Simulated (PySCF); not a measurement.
Job file and geometry (Å, from GFN2-xTB) of an NMR shielding run on SMILES [SiH3]C[P@@+]1(C)C=C(C)CC1, [C$_{7}$H$_{16}$PSi]+, GIAO PBE0/pcSseg-1 NMR shielding, non-relativistic, gas phase (PySCF 2.14.0, density-fitted response routines); density fitting, a coarse starting grid and PySCF grid level 2 are the driver's defaults:

```
$ OMP_NUM_THREADS=1 python probes_run.py task.json out

{"job": {"kind": "nmr", "xc": "PBE0", "basis": "pcSseg-1"}, "charge": 1, "multiplicity": 1}
C     -2.362074     1.969169     0.644964
C     -1.401107     0.876027     0.367487
C     -0.344679     0.572740     1.134391
P      0.568511    -0.797771     0.463595
C      0.771890    -2.148986     1.656623
C      2.173749    -0.349734    -0.223865
Si     2.113944     1.003822    -1.607611
C     -0.691007    -1.202417    -0.792445
C     -1.586724     0.046001    -0.872840
H     -3.368759     1.565365     0.744332
H     -2.105989     2.505742     1.553866
H     -2.380474     2.670839    -0.187556
H     -0.063251     1.087694     2.037076
H      1.170544    -3.029087     1.151923
H     -0.193686    -2.386988     2.102066
H      1.465504    -1.841909     2.440112
H      2.782147    -0.000870     0.613163
H      2.632255    -1.266626    -0.599562
H      1.443163     0.395835    -2.757706
H      3.503735     1.345651    -1.864409
H      1.322984     2.114031    -1.076996
H     -1.260571    -2.063573    -0.433690
H     -0.247994    -1.467628    -1.751886
H     -2.634700    -0.231887    -0.994424
H     -1.318346     0.658706    -1.737473
```

Problem. What does the program print?

Solution. 
```
coarse grid: 20776 points
cycle   1  E = -906.2423515753  dE =  1.209e+00  |g| = 4.846e-01  |ddm| = 4.455e+00
cycle   2  E = -906.2424084552  dE = -5.688e-05  |g| = 4.857e-01  |ddm| = 9.301e-01
cycle   3  E = -906.2989137477  dE = -5.651e-02  |g| = 3.662e-02  |ddm| = 4.943e-01
cycle   4  E = -906.2990816813  dE = -1.679e-04  |g| = 2.594e-02  |ddm| = 5.912e-02
cycle   5  E = -906.2992380213  dE = -1.563e-04  |g| = 7.448e-03  |ddm| = 2.989e-02
cycle   6  E = -906.2992519381  dE = -1.392e-05  |g| = 1.778e-03  |ddm| = 8.972e-03
cycle   7  E = -906.2992527513  dE = -8.132e-07  |g| = 3.140e-04  |ddm| = 1.986e-03
final grid: 188264 points
cycle   8  E = -906.3535006947  dE = -4.844e-05  |g| = 9.414e-03  |ddm| = 3.629e-02
cycle   9  E = -906.3534962201  dE =  4.475e-06  |g| = 1.041e-02  |ddm| = 1.687e-02
cycle  10  E = -906.3535231994  dE = -2.698e-05  |g| = 1.130e-03  |ddm| = 9.442e-03
cycle  11  E = -906.3535234984  dE = -2.990e-07  |g| = 3.002e-04  |ddm| = 1.271e-03
cycle  12  E = -906.3535235205  dE = -2.208e-08  |g| = 7.664e-05  |ddm| = 3.290e-04
cycle  13  E = -906.3535235218  dE = -1.295e-09  |g| = 2.401e-05  |ddm| = 1.009e-04
cycle  14  E = -906.3535235219  dE = -1.442e-10  |g| = 3.555e-06  |ddm| = 2.513e-05
converged SCF energy = -906.3535235219

GIAO shielding tensors (ppm)
atom      isotropic    diamagn.    paramagn.     s11        s22        s33       span
  0 C      162.644     243.705     -81.061    141.836    159.106    186.990     45.155
  1 C       -2.867     266.680    -269.548   -121.580    -25.338    138.316    259.896
  2 C       75.685     265.367    -189.682    -14.706    105.761    136.001    150.708
  3 P      272.244     971.080    -698.835    222.482    278.183    316.067     93.585
  4 C      168.838     254.810     -85.972    151.562    165.857    189.095     37.533
  5 C      177.981     262.337     -84.355    169.392    173.907    190.645     21.253
  6 Si     428.204     880.244    -452.040    414.771    418.005    451.836     37.065
  7 C      161.492     258.644     -97.152    137.121    167.587    179.768     42.647
  8 C      145.357     252.539    -107.182    119.927    144.154    171.990     52.063
  9 H       29.302      26.580       2.722     25.039     27.229     35.639     10.600
 10 H       28.968      28.276       0.691     24.189     27.994     34.720     10.531
 11 H       29.332      27.215       2.117     25.239     27.466     35.292     10.053
 12 H       26.048      35.795      -9.747     23.361     27.039     27.744      4.382
 13 H       29.557      29.374       0.183     25.104     27.042     36.523     11.419
 14 H       29.762      30.664      -0.902     24.743     27.538     37.006     12.263
 15 H       29.353      29.627      -0.274     24.836     26.743     36.480     11.644
 16 H       30.176      32.412      -2.236     24.640     28.330     37.557     12.916
 17 H       30.325      31.687      -1.362     25.018     28.275     37.683     12.665
 18 H       27.638      30.201      -2.563     23.711     26.973     32.231      8.520
 19 H       27.298      28.142      -0.844     23.185     24.665     34.043     10.858
 20 H       27.789      30.745      -2.956     23.472     28.429     31.465      7.993
 21 H       29.271      33.078      -3.807     23.407     27.944     36.462     13.055
 22 H       29.139      33.361      -4.222     25.304     27.060     35.053      9.749
 23 H       28.541      31.805      -3.264     23.077     27.559     34.988     11.911
 24 H       28.810      32.866      -4.056     24.765     27.995     33.672      8.907
```

Size and cost of the density-fitted run: 247 basis functions, 70 s wall time on 1 thread of an Arm Neoverse V1, shared host; peak memory 1.2 GiB.
